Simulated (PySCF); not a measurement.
System: C₃H₅O₃, charge 0, multiplicity 2. It need not be the lowest isomer of its formula. SMILES: O(C(=O)O[CH2])C
Geometry from a B3LYP-D3(BJ)/def2-TZVP (Ansatz) optimisation:
```xyz
11

C      2.3673    -0.0151     0.0741
O      1.1501    -0.5067     0.4539
C      0.0464     0.0785    -0.0667
O      0.0374     0.9848    -0.8537
O     -1.0112    -0.5382     0.4551
C     -2.2832    -0.0426     0.0064
H      3.1959    -0.5857     0.4527
H      2.4043     0.7361    -0.6960
H     -3.0242    -0.6455     0.5224
H     -2.3762    -0.1589    -1.0724
H     -2.3936     1.0090     0.2673
```
Charge 0, spin multiplicity 2.

Dispersion corrections to the total energy (kcal/mol) from the dftd3 and dftd4 libraries through PySCF: D3(BJ) without and D4 with the three-body term, each with the damping fitted for the functional named.

| functional | D3(BJ) | D4 |
|---|---|---|
| BP86 | -6.36 | ___ |
| HSE06 | -2.60 | -3.31 |
| PBE | -4.30 | -4.33 |
| B3LYP | -7.21 | -6.88 |
| B2PLYP | -3.21 | -3.02 |
| BLYP | -8.90 | ___ |
| TPSS | -5.30 | ___ |

Question: Complete the blanks.

Answer: 
- BP86, D4: -5.57
- BLYP, D4: -9.80
- TPSS, D4: -5.86
